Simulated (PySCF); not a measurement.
## Exercise with solution: dipole moment from atomic charges

SiBr2Cl, SMILES [Si](Br)(Cl)Br, multiplicity 2. Atoms are numbered in the order given.

```xyz
4

Si     0.6100    -0.4300     0.0000
Br    -0.0779     0.6568     1.8380
Br    -0.0779     0.6568    -1.8380
Cl    -0.1816    -2.3504     0.0000
```
Charge 0, spin multiplicity 2.

Geometry optimised at B3LYP-D3(BJ)/def2-SVP.

Charges (e) from M06-2X/def2-TZVP (PySCF):

| atom | ESP fit | Mulliken |
|---|---|---|
| Si1 | 0.210 | 0.501 |
| Br2 | -0.066 | -0.165 |
| Br3 | -0.066 | -0.165 |
| Cl4 | -0.079 | -0.171 |

The dipole moment of the full density is 0.79 D.

What dipole moment does each set of point charges give, and which comes closer to that of the density?


μ = Σ q r, and 1 e Å = 4.8032 D.
ESP fit: Σ q r = (0.153, 0.009, 0.000) e Å, |μ| = 0.73 D.
Mulliken: Σ q r = (0.362, -0.030, 0.000) e Å, |μ| = 1.75 D.
ESP fit comes closer in size. Point charges leave out the atoms' own dipoles (lone pairs, polarised bonds); fits to the potential absorb them, partitions of the density don't.
